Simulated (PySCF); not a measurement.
BClGeH₄N, BGeH₂O₂, B₂GeH₆N (calculated)

Computed with PySCF 2.14.0. Calculation on a computer-drawn molecule: the log of a Hartree-Fock and frozen-core CCSD(T) single point meant for a local Hartree-Fock minimum, with one planted fault or none, to be diagnosed. Offsets are logged minus clean, where the clean run is the same molecule without the fault. The reference is restricted for singlets and unrestricted otherwise, and also for a bond in bohr or an excited solution. Adding or removing an electron swaps singlet and doublet. The excited solution moves the top pair (singlet) or top alpha electron (doublet) to the lowest empty orbital. Highest occupied and lowest empty are orbital energies over both spins, largest force is the largest gradient component, triples share is (T) over the correlation energy, the T1 limit is 0.02 restricted and 0.045 unrestricted, electrons count all cores, a negative frequency is imaginary (commonest isotopes), and the dipole is about the centre of nuclear charge; on germanium a core potential holds 10 electrons, which the energies leave out, and 3d is frozen in MP2 and coupled-cluster steps.

Common to all runs: meant charge 0; meant multiplicity 2; meant basis and core potential on germanium cc-pVDZ-PP ECP10MDF; logged SCF converged yes; logged CC converged yes; logged SCF stable within its kind yes; possible faults no fault, one electron removed, one electron added, multiplicity raised by two, geometry at a saddle point, SCF held on an excited solution, minimal basis STO-3G, one bond length entered in bohr, all coordinates scaled.

(1) BClGeH₄N

Logged structure:
```xyz
8
BClGeH4N
B     -0.0597    -1.1142     1.8351
Ge    -1.5168    -0.6018     0.4708
N     -2.3136    -2.0747    -0.2333
Cl    -0.3134     0.4902    -1.0310
H      0.3987    -0.5540     2.7829
H     -2.6236     0.3706     0.8624
H     -3.0042    -1.8974    -0.9422
H     -1.6834    -2.7840    -0.5657
```

* meant basis: cc-pV(D+d)Z
* logged electrons: 65
* logged basis functions: 94
* logged spin squared: 3.7815
* logged highest occupied: -5.8859 eV
* logged lowest empty: -2.1698 eV
* logged largest force: 0.10982 hartree/bohr
* logged T1 diagnostic: 0.043185
* logged D1 diagnostic: 0.27344
* logged triples share: 0.028445
* logged dipole magnitude: 9.7834 debye
* logged energy HF: -834.1768 hartree
* logged energy CCSD(T): -834.67876 hartree
* planted fault: multiplicity raised by two
* HF energy offset from clean run: 93.55 kcal/mol
* CCSD(T) energy offset from clean run: 104 kcal/mol

Drawn bonds:
```tsv
atom	other atom	order
1	2	1
2	3	1
2	4	1
1	5	1
2	6	1
3	7	1
3	8	1
```

(2) BGeH₂O₂

Logged structure:
```xyz
6
BGeH2O2
B     -2.0700     1.5094     1.6775
Ge    -1.6275    -0.1243     0.2308
O     -0.2060    -0.4752    -0.7668
O     -3.1411    -1.3026     0.3284
H     -2.6171     2.6883     1.6453
H     -3.0598    -2.1551    -0.2607
```

* meant basis: cc-pVDZ
* logged electrons: 55
* logged basis functions: 75
* logged spin squared: 0.7805
* logged highest occupied: -10.291 eV
* logged lowest empty: -0.065341 eV
* logged largest force: 0.080172 hartree/bohr
* logged T1 diagnostic: 0.034942
* logged D1 diagnostic: 0.12758
* logged triples share: 0.03957
* logged dipole magnitude: 3.9477 debye
* logged energy HF: -468.81155 hartree
* logged energy CCSD(T): -469.39819 hartree
* planted fault: all coordinates scaled, by +9.5 %
* HF energy offset from clean run: 31.62 kcal/mol
* CCSD(T) energy offset from clean run: 14.9 kcal/mol

Drawn bonds:
```tsv
atom	other atom	order
1	2	1
2	3	2
2	4	1
1	5	1
4	6	1
```

(3) BGeH₂O₂

Logged structure:
```xyz
6
BGeH2O2
B     -1.8904     1.3785     1.5320
Ge    -1.4863    -0.1135     0.2108
O     -0.1881    -0.4340    -0.7003
O     -2.8686    -1.1896     0.2999
H     -2.3901     2.4551     1.5026
H     -2.7944    -1.9681    -0.2380
```

- meant basis: cc-pVDZ
- logged electrons: 54
- logged basis functions: 75
- logged spin squared: 0
- logged highest occupied: -16.964 eV
- logged lowest empty: -8.0785 eV
- logged largest force: 0.07408 hartree/bohr
- logged T1 diagnostic: 0.047742
- logged D1 diagnostic: 0.18785
- logged triples share: 0.042912
- logged dipole magnitude: 9.6576 debye
- logged energy HF: -468.52494 hartree
- logged energy CCSD(T): -469.09665 hartree

Drawn bonds:
```tsv
atom	other atom	order
1	2	1
2	3	2
2	4	1
1	5	1
4	6	1
```

Notes: T1 above single-reference limit.

(4) B₂GeH₆N

Logged structure:
```xyz
10
B2GeH6N
B     -1.2699     2.4233     1.1171
N     -0.4215     1.9732     0.0800
B      0.8267     2.6270    -0.1676
Ge    -0.8835     0.5004    -1.0112
H     -2.3303     1.9349     1.4007
H      1.5382     2.2255    -1.0524
H      1.1632     3.5645     0.4976
H     -2.2663     0.0231    -0.5813
H     -0.8937     1.3804    -3.7604
H      0.1629    -0.5946    -0.8106
```

- meant basis: cc-pVDZ
- logged electrons: 55
- logged basis functions: 95
- logged spin squared: 1.727
- logged highest occupied: -8.6972 eV
- logged lowest empty: 0.21079 eV
- logged largest force: 0.0137 hartree/bohr
- logged T1 diagnostic: 0.027059
- logged D1 diagnostic: 0.14041
- logged triples share: 0.033851
- logged dipole magnitude: 1.7969 debye
- logged energy HF: -400.56305 hartree
- logged energy CCSD(T): -401.02021 hartree

Drawn bonds:
```tsv
atom	other atom	order
1	2	1
2	3	1
2	4	1
1	5	1
3	6	1
3	7	1
4	8	1
4	9	1
4	10	1
```

Question: Which fault was planted in the run of BGeH₂O₂ (entry 3)?
Answer: one electron removed

Question: B₂GeH₆N (entry 4): planted fault?
Answer: one bond length entered in bohr, row 8 of the drawn bonds

Further results for BGeH₂O₂ (entry 3):

- HF energy offset from clean run: 211.5 kcal/mol
- CCSD(T) energy offset from clean run: 204.1 kcal/mol

Further results for B₂GeH₆N (entry 4):

* HF energy offset from clean run: 75.39 kcal/mol
* CCSD(T) energy offset from clean run: 88.03 kcal/mol
